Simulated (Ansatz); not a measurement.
F₂H₅NSi₂, SMILES `F[SiH](F)N[SiH3]` at its PBE0-D4/def2-TZVP geometry, where that method's forces vanish. Total charge 0; spin multiplicity 1.

```xyz
10

F     0.4543    2.0742    1.5930
Si   -0.4864    0.8772    1.1415
F    -1.9556    1.4680    1.2524
N    -0.1763    0.3859   -0.4483
Si    0.5647   -1.0826   -1.0016
H    -0.3123   -0.2410    2.0777
H    -0.4229    1.0507   -1.1709
H    -0.3365   -1.8146   -1.9288
H     0.8321   -1.9080    0.2011
H     1.8388   -0.8098   -1.7161
```

(1) What forces (eV/Å) does r2SCAN-D4/def2-TZVPP give on these atoms in the Gaussian-basis code of Ansatz? (An estimate is asked.)

## Answers

(1) Computed: 
```
F1   0.035  0.044  0.019
Si2  0.005 -0.064  0.043
F3  -0.052  0.024  0.006
N4   0.013 -0.037  0.009
Si5  0.014 -0.028 -0.014
H6  -0.003  0.028 -0.032
H7  -0.011  0.026 -0.022
H8   0.026  0.007  0.016
H9  -0.003  0.016 -0.036
H10 -0.023 -0.016  0.011
```
